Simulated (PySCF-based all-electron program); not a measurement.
**Bond force of CuI, singlet**

Calculated with an in-house all-electron program built on PySCF, in large uncontracted Gaussian sets near the basis limit; Koelling–Harmon scalar relativity, no spin–orbit coupling, spin-restricted. Forces are good to about 0.002 eV/Å. A positive force pushes the atoms apart.

```tsv
r (Å)	PBE (eV/Å)
1.8704	?
1.9873	8.555
2.1042	4.280
2.338	?
2.5718	?
```

Problem. Fill in the missing PBE forces.

Solution. 1.8704 Å: 15.338 eV/Å; 2.338 Å: -0.028 eV/Å; 2.5718 Å: -1.566 eV/Å.

Problem. Fit a Morse curve to the forces within 0.84 to 1.25 of the listed length with the smallest force. Where does the force vanish, what is the force constant, and what harmonic wavenumber follows with standard atomic masses?

Solution. PBE: 2.335 Å, 11 eV/Å², about 270 cm⁻¹. The points are far apart, so these are estimates.
